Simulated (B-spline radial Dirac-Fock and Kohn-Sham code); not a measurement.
# 2p1/2 emission of Ba²⁺

System: barium as Ba²⁺, 1s2 2s2 2p6 3s2 3p6 3d10 4s2 4p6 4d10 5s2 5p6.

Model: one-electron (LDA, Dirac) transition rates at Dirac-Fock energies. Program: a radial finite-basis atomic code.

```csv
line,multipole,energy (eV),width (meV),share (%)
Lη,E1,4329.1,7.45,2.20
L2-M3,E2,4558.7,0.127,0.0377
Lβ1,E1,4828.3,282,83.6
Lγ5,E1,5361.5,1.74,0.515
Lγ1,E1,5532.8,45.9,13.6
L2-O1,E1,5592.1,0.321,0.0949
```

The listed lines hold 100.0 % of the radiative rate. The radiative width is 0.338 eV in the length form and 0.345 eV in the velocity form; the two differ because the transition energies are not eigenvalue differences of the potential that gave the orbitals.

Values without a named source are computed, but for edge energies of neutral atoms, which are taken from tables.
